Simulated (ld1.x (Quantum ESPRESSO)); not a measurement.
An all-electron radial function and its pseudo partner (aluminium)

Columns: radius, all-electron u(r) and pseudo u(r) of the 3s shell (level -7.75 eV) of aluminium in the configuration [Ne] 3s2 3p1; PBE, scalar-relativistic, PAW scheme, ld1.x (Quantum ESPRESSO) 7.5.

```json
{"r (bohr)": "0.138", "all-electron": "0.0491", "pseudo": "0.0626"}
{"r (bohr)": "0.275", "all-electron": "-0.2059", "pseudo": "0.1245"}
{"r (bohr)": "0.413", "all-electron": "-0.2955", "pseudo": "0.1864"}
{"r (bohr)": "0.550", "all-electron": "-0.2438", "pseudo": "0.2471"}
{"r (bohr)": "0.688", "all-electron": "-0.1196", "pseudo": "0.3071"}
{"r (bohr)": "0.825", "all-electron": "0.0277", "pseudo": "0.3648"}
{"r (bohr)": "0.963", "all-electron": "0.1736", "pseudo": "0.4206"}
{"r (bohr)": "1.100", "all-electron": "0.3030", "pseudo": "0.4727"}
{"r (bohr)": "1.238", "all-electron": "0.4123", "pseudo": "0.5211"}
{"r (bohr)": "1.375", "all-electron": "0.4992", "pseudo": "0.5641"}
{"r (bohr)": "1.513", "all-electron": "0.5665", "pseudo": "0.6015"}
{"r (bohr)": "1.650", "all-electron": "0.6155", "pseudo": "0.6317"}
{"r (bohr)": "1.788", "all-electron": "0.6488", "pseudo": "0.6546"}
{"r (bohr)": "1.925", "all-electron": "0.6678", "pseudo": "0.6690"}
{"r (bohr)": "2.062", "all-electron": "0.6748", "pseudo": "0.6749"}
{"r (bohr)": "2.200", "all-electron": "0.6719", "pseudo": "0.6719"}
{"r (bohr)": "2.338", "all-electron": "0.6608", "pseudo": "0.6608"}
{"r (bohr)": "2.475", "all-electron": "0.6435", "pseudo": "0.6435"}
{"r (bohr)": "2.613", "all-electron": "0.6211", "pseudo": "0.6211"}
{"r (bohr)": "2.750", "all-electron": "0.5954", "pseudo": "0.5954"}
{"r (bohr)": "2.888", "all-electron": "0.5670", "pseudo": "0.5670"}
{"r (bohr)": "3.025", "all-electron": "0.5373", "pseudo": "0.5373"}
{"r (bohr)": "3.162", "all-electron": "0.5067", "pseudo": "0.5067"}
{"r (bohr)": "3.300", "all-electron": "0.4758", "pseudo": "0.4758"}
{"r (bohr)": "3.438", "all-electron": "0.4451", "pseudo": "0.4451"}
{"r (bohr)": "3.575", "all-electron": "0.4154", "pseudo": "0.4154"}
```

**Question.** How many radial nodes do the two functions have?

**Answer.** The all-electron 3s function has n − l − 1 = 2; the pseudo-wave has 0, since the states of the same l below it are removed with the core.

**Question.** At about which radius was the pseudo-wave matched?

**Answer.** 2.15 bohr, where the columns begin to agree (steps of 0.14 bohr).

**Question.** Where does each function peak?

**Answer.** Outermost all-electron maximum near 2.06 bohr, pseudo maximum near 2.06 bohr (to the table’s step).

**Question.** Is the pseudo-wave norm-conserving?

**Answer.** No, it belongs to a PAW set: the norm inside the radius is not constrained, and the difference is carried by the augmentation charge.
